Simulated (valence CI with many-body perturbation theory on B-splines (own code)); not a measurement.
# How close is CI+MBPT for Ge II?

Level of theory: valence CI with perturbative core correlation (CI+MBPT): three valence electrons over a frozen Dirac-Fock core [Ar] 3d10, a basis of 11 s, 11 p, 9 d, 7 f, 5 g, 2 h, 1 i functions for each j, with the one-electron correlation potential Σ1 (screened to all orders), the two-electron term Σ2, the three-electron term Σ3, Breit, model QED; selected single and double excitations, second order for the rest (own B-spline code, finite nucleus).

Set against measurement, 19 paired levels are off by 274 cm⁻¹ on average, the worst by 523. These come from a selection out of the NIST Handbook of Basic Atomic Spectroscopic Data. Levels without a partner in it may be off by more.

Measured levels: NIST Handbook of Basic Atomic Spectroscopic Data (Sansonetti and Martin, J. Phys. Chem. Ref. Data 34, 1559 (2005)). Pairs share parity and J, and are chosen by configuration, term and nearness in energy; levels without a clear partner are left out. Energies in cm⁻¹ above the measured ground level. The last column is blank where CI alone has no clear partner.

Names give the largest LS component (configuration and term), which can be under half, so a name can repeat, a term be missing and a line seem to break the LS rules; names also repeat where a configuration has a term twice.

```tsv
Computed label	Label in the source	Measured	Computed	Difference	CI alone, difference
4s²4p ²P°_1/2	4s2 4p 2P°	0	0.0	0	0
4s²4p ²P°_3/2	4s2 4p 2P°	1767.4	1755.1	-12	-137
4s4p² ⁴P_1/2	4s 4p2 4P	51575.9	51243.7	-332	-3704
4s4p² ⁴P_3/2	4s 4p2 4P	52290.9	51954.5	-336	-3759
4s4p² ⁴P_5/2	4s 4p2 4P	53366.7	53023.6	-343	-3827
4s²5s ²S_1/2	4s2 5s 2S	62403.0	62301.9	-101	-1644
4s4p² ²D_3/2	4s 4p2 2D	65015.7	64606.3	-409	-3459
4s4p² ²D_5/2	4s 4p2 2D	65184.7	64776.8	-408	-3453
4s²5p ²P°_1/2	4s2 5p 2P°	79006.9	78803.6	-203	-1982
4s²5p ²P°_3/2	4s2 5p 2P°	79366.5	79159.1	-207	-2001
4s²4d ²D_3/2	4s2 4d 2D	80836.9	80610.3	-227	-2003
4s²4d ²D_5/2	4s2 4d 2D	81012.6	80786.1	-227	-2006
4s4p² ²S_1/2	4s 4p2 2S	85890.6	85367.3	-523	-2873
4s4p² ²P_1/2	4s 4p2 2P	91016.2	90814.1	-202	-692
4s4p² ²P_3/2	4s 4p2 2P	92122.7	91923.7	-199	-713
4s²6s ²S_1/2	4s2 6s 2S	94784.4	94413.8	-371	-2201
4s²5d ²D_3/2	4s2 5d 2D	100090.0	99817.6	-272	-2278
4s²5d ²D_5/2	4s2 5d 2D	100130.8	99858.8	-272	-2276
4s²4f ²F°_7/2	4s2 4f 2F°	100317.3	100036.1	-281	-2504
4s²4f ²F°_5/2	4s2 4f 2F°	100318.0	100036.9	-281	-2504
```

Over 19 excited levels the mean absolute difference is 274 cm⁻¹, the median 272 and the largest 523. For the 19 levels that pair on every rung the mean is CI alone 2317, + Σ1 1272, + Σ2 181, + Σ3 206, + Breit 255, + QED 274. The comparison draws on a selection of the measured levels: 20 of the 27 computed ones have a partner in it, and others may be off by more.

Rates against NIST Handbook of Basic Atomic Spectroscopic Data (Sansonetti and Martin, J. Phys. Chem. Ref. Data 34, 1559 (2005)):

```
λ vac, measured (nm)          Upper          Lower  A computed (s⁻¹)  A tabulated (s⁻¹)
              110.67   4s4p² ²P_3/2  4s²4p ²P°_3/2          4.07e+09           4.80e+09
              112.05   4s4p² ²P_1/2  4s²4p ²P°_3/2          1.95e+09           2.40e+09
              118.87   4s4p² ²S_1/2  4s²4p ²P°_3/2          5.65e+08           7.70e+08
              123.71   4s²4d ²D_3/2  4s²4p ²P°_1/2          2.37e+09           2.70e+09
              126.19   4s²4d ²D_5/2  4s²4p ²P°_3/2          2.61e+09           2.90e+09
              193.80   4s4p² ⁴P_5/2  4s²4p ²P°_3/2          1.23e+05           2.80e+05
              193.89   4s4p² ⁴P_1/2  4s²4p ²P°_1/2          3.77e+05           4.70e+05
              474.31   4s²5d ²D_3/2  4s²5p ²P°_1/2          1.08e+08           4.60e+07
              481.60   4s²5d ²D_5/2  4s²5p ²P°_3/2          1.29e+08           5.10e+07
              589.50  4s²5p ²P°_3/2   4s²5s ²S_1/2          7.89e+07           9.20e+07
```
